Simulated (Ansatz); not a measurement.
Isomers of Cs3H4 (doublet), relaxed with r2SCAN-D4/def2-TZVP; total energies from Ansatz at CCSD(T)/def2-TZVPP.

```json
{"isomer": "A", "description": "point group Cs; 5 × Cs–H 2.75 to 3.10 Å", "energy (Eh)": "-62.38826"}
{"isomer": "B", "description": "point group not assigned; 6 × Cs–H 2.82 to 3.00 Å", "energy (Eh)": "-62.39535"}
```

In the def2 sets Cs takes a core potential; there is no spin–orbit coupling. Correlated methods freeze no core orbitals; core or outer-core shells of Cs are correlated, in sets that lack core-valence functions.

The isomers come from a short search, and lower ones may exist.

Task: Work out the relative energies (1 Eh = 2625.5 kJ/mol) and the Boltzmann populations at 298 K from electronic energies alone (R = 8.314 J/mol/K).

Result: ΔE: A 18.6, B 0.0 kJ/mol. RT = 2.48 kJ/mol. Factors exp(−ΔE/RT): A 0.000553, B 1; sum 1.001. Populations: A 0.1 %, B 99.9 %. Zero-point energy, vibrational entropy and symmetry numbers are left out and can shift these; an error of 4 kJ/mol changes a ratio by a factor of 5.0. Over the other density-functional and correlated levels in def2 sets, the gap between B and A ranges from 15 to 30 kJ/mol.
